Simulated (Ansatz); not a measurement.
`C=[C](C)[GeH3]` at its PBE0-D4/def2-TZVP geometry, where that method's forces vanish. Total charge 0; spin multiplicity 1.

```xyz
12

C     0.8773   -0.5500    1.2490
C     0.1672   -0.2312    0.1713
C    -0.1480   -1.2200   -0.9064
Ge   -0.5009    1.5873   -0.0381
H     1.1039    0.1696    2.0287
H     1.2637   -1.5575    1.3927
H     0.2774   -2.2023   -0.6847
H     0.2434   -0.8883   -1.8736
H    -1.2294   -1.3360   -1.0320
H    -2.0373    1.5801   -0.1514
H     0.0598    2.2153   -1.3284
H    -0.0771    2.4331    1.1730
```

**Question.** What forces (eV/Å) does ωB97M-V/def2-TZVPP give on these atoms in the Gaussian-basis code of Ansatz? (Best estimate.)

**Answer.** The calculation gave: 
```
C1   0.014 -0.027  0.010
C2   0.066  0.146  0.193
C3  -0.056 -0.191 -0.200
Ge4 -0.044  0.114 -0.016
H5  -0.024 -0.045 -0.065
H6  -0.035  0.078 -0.021
H7  -0.033  0.071 -0.020
H8  -0.023 -0.023  0.081
H9   0.085  0.010  0.019
H10  0.115 -0.008  0.011
H11 -0.037 -0.054  0.095
H12 -0.027 -0.070 -0.087
```
